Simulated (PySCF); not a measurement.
ammonium (H₄N), SMILES [NH4+], charge +1. Heavy atoms are numbered as in [NH4+:1]. Hydrogens are named by the atom that carries them.

Geometry optimised at B3LYP-D3(BJ)/def2-TZVPD.

Level of theory: PBE/pcSseg-2 (PySCF).

GIAO shieldings, no solvent; atoms alike by connectivity are averaged. δ = σ(ref) − σ: ¹⁵N against NH3 (σ = 262.8 ppm); ¹H against TMS (σ = 31.47 ppm), references at their B3LYP-D3(BJ)/def2-TZVP geometries, non-relativistic.

Problem. Estimate the chemical shifts. (The exact figures need the calculation; the answer reports its results.)

Solution. 
```
nucleus     atoms  count  δ (ppm)
-------  --------  -----  -------
¹⁵N      N1 (NH4)      1     31.2
¹H        H on N1      4     4.86
```
